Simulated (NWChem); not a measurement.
System: C$_{3}$H$_{9}$N; SMILES CCCN

The following NWChem deck was run.

```
start job
memory heap 200 mb stack 900 mb global 1100 mb
geometry units angstroms noautoz
  C     -0.130242    -1.913272    -0.006756
  C      0.517724    -0.539106    -0.039607
  C     -0.483556     0.604462     0.020838
  N      0.184499     1.888437    -0.067101
  H      0.621839    -2.715669    -0.043559
  H     -0.724360    -2.059267     0.910073
  H     -0.808597    -2.057353    -0.863348
  H      1.124177    -0.415550    -0.952138
  H      1.222499    -0.441131     0.806550
  H     -1.114401     0.475412     0.929208
  H     -1.173376     0.516339    -0.837267
  H      0.769505     2.035109     0.754323
  H     -0.494242     2.646495    -0.067404
end
basis spherical
  * library 6-31g*
end
dft
  xc b3lyp
  iterations 150
  mulliken
end
task dft energy
```

All runs use the structure optimised with PBE0/def2-SVP.

### Question
Give the results of this calculation. (B3LYP/6-31G* (spherical d).) Quantities: basis functions; energy (Ha); highest occupied level (eV); orbital gap (eV); dipole (D).

### Answer
| Item | Value |
|---|---|
| number of basis functions | 74 |
| energy (Ha) | -174.48 |
| highest occupied level (eV) | -6.18 |
| orbital gap (eV) | 8.53 |
| dipole (D) | 1.30 |
